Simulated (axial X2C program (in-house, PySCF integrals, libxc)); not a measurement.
Potential curves of RuTe⁻, with spin–orbit coupling

Calculated with an axial X2C code built on PySCF integrals. Two-component (2c) means X2C with spin–orbit coupling and atomic mean-field two-electron Coulomb and Gaunt terms. Basis: Te dyall-acv3z [12s13p9d5f1g], Ru dyall-acv3z [13s13p9d5f3g] (cores contracted in-house); Gaussian nuclei, density fitting, unrestricted open shells. Masses: Te 129.906 u, Ru 101.904 u.

State: Ω = 7/2 (⟨Sz⟩ = 1.50, ⟨Lz⟩ = 2.00 at PBE0). Energies in eV from the lowest point of each curve. Fits are polynomials in 1 − R0/R over 0.85 to 1.23 times the lowest point R0.

```csv
R (Å),PBE0,PW91
2.1419,0.9578,0.9332
2.2404,0.3759,0.3530
2.3143,0.1400,0.1220
2.3881,0.0260,0.0157
2.4620,0.0000,0.0000
2.5482,0.0481,0.0628
2.6343,0.1521,0.1841
2.7451,0.3347,0.3923
2.8805,0.5903,0.6843
3.0775,0.9584,1.1175
```

The state is one determinant whose occupation by symmetry is held fixed; it was picked as the lowest of a PBE0 search that is not exhaustive. Density functionals use the spin component along the axis (collinear). Other states lie close and PBE0, whose exact exchange favours high spin, may order them wrongly; the determinant shown need not be the ground state. The nearest other 2c determinant of the search, Ω = 1/2, lies 0.21 eV up at the distance of the search. Without a current term, density functionals place determinants with orbital angular momentum somewhat too high. With several unpaired electrons one determinant need not be a pure state. The highest occupied level of some functionals is positive through self-interaction error; at Hartree–Fock it is bound.

Task: What are Re and ωe at the PBE0 level?

Result: At PBE0, 2c: Re = 2.451 Å, ωe ≈ 239 cm⁻¹; Be follows as 0.0491 cm⁻¹.

Task: Fit the PW91 curve near its minimum: give the equilibrium distance and the harmonic wavenumber.

Result: At PW91, 2c: Re = 2.440 Å, ωe ≈ 250 cm⁻¹; Be follows as 0.0496 cm⁻¹.
